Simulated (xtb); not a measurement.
CH4NO, charge +1, singlet, at a GFN2-xTB geometry; GFN2-xTB with ALPB(water) in xtb.

xtb was given this input:
```
$ xtb mol.xyz --gfn 2 --chrg 1 --alpb water --json

# file mol.xyz
7

N     -1.07973113     0.24380716     0.15769898
C      0.40675026     0.24389944    -0.26491881
O      1.09476993    -0.62780535     0.07307325
H     -1.30225326     1.08418749     0.71279708
H     -1.69531096     0.23783329    -0.66989687
H     -1.26948531    -0.59863573     0.72730400
H      0.62650641     1.12901100    -0.86917020
```

It wrote (shortened):

```
   ID    Z sym.   atoms
    1    7 N      1
    2    6 C      2
    3    8 O      3
    4    1 H      4-7

           -------------------------------------------------
          |                Calculation Setup                |
           -------------------------------------------------

           -------------------------------------------------
          |                 G F N 2 - x T B                 |
           -------------------------------------------------

      * Solvation model:               ALPB
        Solvent                        water
        Parameter file                 internal GFN2-xTB/ALPB
        Dielectric constant                8.0200E+01
        Reference state                gsolv [1 M gas/solution]
        Free energy shift                  1.0808E-03 Eh       6.7819E-01 kcal/mol
        Temperature                        2.9815E+02 K
        Density                            1.0000E+00 kg/L
        Solvent mass                       1.8000E+01 g/mol
        Interaction kernel             P16
        Born radius scaling (c1)           1.4744E+00
        Born radii integrator          GBOBC
        Born offset                        0.0000E+00 a0       0.0000E+00 AA
        H-bond correction              true
        Ion screening                  false
        Surface tension                    1.0000E-05 Eh       1.5569E+01 dyn/cm
        Grid points                               230 per atom

          ...................................................
          :                      SETUP                      :
          :.................................................:
          :  # basis functions                  16          :
          :  # atomic orbitals                  16          :
          :  # shells                           10          :
          :  # electrons                        18          :
          :  max. iterations                   250          :
          :  Hamiltonian                  GFN2-xTB          :
          :  restarted?                      false          :
          :  GBSA solvation                   true          :
          :  PC potential                    false          :
          :  electronic temp.          300.0000000     K    :
          :  accuracy                    1.0000000          :
          :  -> integral cutoff          0.2500000E+02      :
          :  -> integral neglect         0.1000000E-07      :
          :  -> SCF convergence          0.1000000E-05 Eh   :
          :  -> wf. convergence          0.1000000E-03 e    :
          :  Broyden damping             0.4000000          :
          :  net charge                          1          :
          :  unpaired electrons                  0          :
          ...................................................

 iter      E             dE          RMSdq      gap      omega  full diag
   1    -10.8610556 -0.108611E+02  0.554E+00    4.32       0.0  T
   2    -10.9124986 -0.514430E-01  0.258E+00    4.61       1.0  T
   3    -10.9132923 -0.793670E-03  0.121E+00    4.60       1.0  T
   4    -10.9133719 -0.795760E-04  0.179E-01    4.63       1.0  T
   5    -10.9134312 -0.593346E-04  0.831E-02    4.60       1.0  T
   6    -10.9134344 -0.318678E-05  0.149E-02    4.60       2.5  T
   7    -10.9134344 -0.717672E-07  0.620E-03    4.60       6.1  T
   8    -10.9134345 -0.553358E-07  0.130E-03    4.60      29.1  T
   9    -10.9134345 -0.323761E-09  0.190E-04    4.60     198.4  T
  10    -10.9134345 -0.100357E-09  0.681E-05    4.60     555.1  T

   *** convergence criteria satisfied after 10 iterations ***

         :::::::::::::::::::::::::::::::::::::::::::::::::::::
         ::                     SUMMARY                     ::
         :::::::::::::::::::::::::::::::::::::::::::::::::::::
         :: total energy             -10.790916252754 Eh    ::
         :: total w/o Gsasa/hb       -10.778570616375 Eh    ::
         :: gradient norm              0.051866395134 Eh/a0 ::
[...]
          |                Property Printout                |
           -------------------------------------------------

    * Orbital Energies and Occupations

         #    Occupation            Energy/Eh            Energy/eV
      -------------------------------------------------------------
         1        2.0000           -0.7927604             -21.5721
         2        2.0000           -0.7158769             -19.4800
         3        2.0000           -0.6604770             -17.9725
         4        2.0000           -0.6349065             -17.2767
         5        2.0000           -0.6238106             -16.9747
         6        2.0000           -0.6002412             -16.3334
         7        2.0000           -0.5697338             -15.5032
         8        2.0000           -0.5562971             -15.1376
         9        2.0000           -0.4776145             -12.9966 (HOMO)
        10                         -0.3086742              -8.3995 (LUMO)
        11                         -0.0992968              -2.7020
        12                          0.0159579               0.4342
        13                          0.1172183               3.1897
        14                          0.1358493               3.6966
        15                          0.1741026               4.7376
        16                          0.7004007              19.0589
      -------------------------------------------------------------
                  HL-Gap            0.1689402 Eh            4.5971 eV
             Fermi-level           -0.3931443 Eh          -10.6980 eV

     #   Z          covCN         q      C6AA      α(0)
     1   7 N        3.474    -0.215    25.664     7.524
     2   6 C        2.677     0.267    22.496     7.761
     3   8 O        0.856    -0.237    18.675     5.794
     4   1 H        0.859     0.349     0.585     1.199
     5   1 H        0.859     0.349     0.585     1.199
     6   1 H        0.859     0.333     0.624     1.237
     7   1 H        0.924     0.155     1.360     1.824

 Mol. C6AA /au·bohr⁶  :        308.512327
 Mol. C8AA /au·bohr⁸  :       6497.393906
 Mol. α(0) /au        :         26.537489

Wiberg/Mayer (AO) data.
largest (>0.10) Wiberg bond orders for each atom

 ---------------------------------------------------------------------------
     #   Z sym  total        # sym  WBO       # sym  WBO       # sym  WBO
 ---------------------------------------------------------------------------
     1   7 N    3.624 --     2 C    0.901     6 H    0.877     5 H    0.856
                             4 H    0.856     3 O    0.121
     2   6 C    3.873 --     3 O    2.048     7 H    0.913     1 N    0.901
     3   8 O    2.241 --     2 C    2.048     1 N    0.121
     4   1 H    0.879 --     1 N    0.856
     5   1 H    0.879 --     1 N    0.856
     6   1 H    0.889 --     1 N    0.877
     7   1 H    0.976 --     2 C    0.913
 ---------------------------------------------------------------------------

Topologies differ in total number of bonds
Writing topology from bond orders to xtbtopo.mol

molecular dipole:
                 x           y           z       tot (Debye)
 q only:       -2.436       1.129       0.001
   full:       -2.581       1.223      -0.015       7.260
molecular quadrupole (traceless):
                xx          xy          yy          xz          yz          zz
 q only:        3.760      -0.133      -1.834      -1.769      -0.522      -1.926
  q+dip:        3.064       0.399      -1.452      -1.874      -0.859      -1.611
   full:        3.070       0.582      -1.864      -1.729      -0.101      -1.206

           -------------------------------------------------
          | TOTAL ENERGY              -10.790916252754 Eh   |
          | GRADIENT NORM               0.051866395134 Eh/α |
          | HOMO-LUMO GAP               4.597098163955 eV   |
           -------------------------------------------------

normal termination of xtb
```
